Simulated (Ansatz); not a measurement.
Gas-phase electronic energies from Ansatz, PBE0-D4/def2-TZVP geometries. CBS: MP2 limit from def2 TZ/QZ plus the TZ coupled-cluster correction, frozen cores. This one scheme is used for every species. For As, Ga outer-core shells are correlated without core-valence functions, which leaves a few kJ/mol of doubt a bond. Scalar relativity is left out up to krypton.

Consider the cleavage of the Ga–As bond: `[GaH2][AsH2]` + `BO` → `B[O][GaH2]` + `[AsH3]`.

```csv
species,CCSD(T)/CBS(def2) energy (Eh)
`[GaH2][AsH2]`,-4161.33979
`BO`,-101.80414
`B[O][GaH2]`,-2026.35181
`[AsH3]`,-2236.79077
```

Q: Work out ΔE.

A: ΔE = (-2026.35181) + (-2236.79077) − (-4161.33979) − (-101.80414) = 0.00135 Eh = +3.5 kJ/mol.

Largest T1 diagnostic among the species: 0.016.

At CCSD(T), def2-SVP lies −15.2 kJ/mol from the extrapolated value and def2-TZVPP −5.5 kJ/mol. From r2SCAN to r2SCAN0 (25 % exact exchange), in def2-TZVPP and without D4, ΔE moves by +3.4 kJ/mol.
